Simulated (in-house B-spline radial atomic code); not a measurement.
## Ionising Cl+ with different functionals

Computed with a radial B-spline atomic code at the basis-set limit: four-component Dirac-Coulomb Hamiltonian, Fermi nucleus of rms radius 3.3654 fm, spin-restricted, spherical fractional occupations for the functionals, and exact exchange of hybrids averaged over the configuration. The ionisation energy is the difference of two self-consistent energies, [Ne] 3s2 3p4 → [Ne] 3s2 3p3, without Breit or QED terms; ε is the level of the shell that loses the electron (mean over j). The electron is taken from both j subshells in proportion to 2j + 1, so the result is a j average, not the step between ground levels.

| method | rung | ΔSCF (eV) | -ε(3p) (eV) |
| --- | --- | --- | --- |
| B3LYP | global hybrid | 25.45 | 20.79 |
| B97-1 | global hybrid | ? | ? |
| wB97X | range-separated hybrid | 25.41 | 23.73 |
| LC-wPBE | range-separated hybrid | ? | ? |

(1) What does LC-wPBE give?

(2) What does B97-1 give?

(3) Among the functionals, which spreads more, the ΔSCF values or the orbital energies?

(4) How do they compare with the NIST value?

Results:

(1) ΔSCF 25.56 eV, and -ε(3p) = 24.17 eV.

(2) ΔSCF 25.37 eV, and -ε(3p) = 20.78 eV.

(3) The orbital energies: ΔSCF values span about 0.19 eV and the orbital energies 3.39 eV; here energy differences depend much less on the functional than eigenvalues do.

(4) NIST lists 23.814 eV (measured, ground level to ground level). Errors run from +1.56 to +1.75 eV. The correlated functionals all miss on the same side by more than they spread, so the cause is common to them (Breit-QED terms, spin polarisation, the choice among j levels, multiplet and fine-structure energies, or a listed next ion that isn't the cheapest removal here) and closeness doesn't rank the functionals.
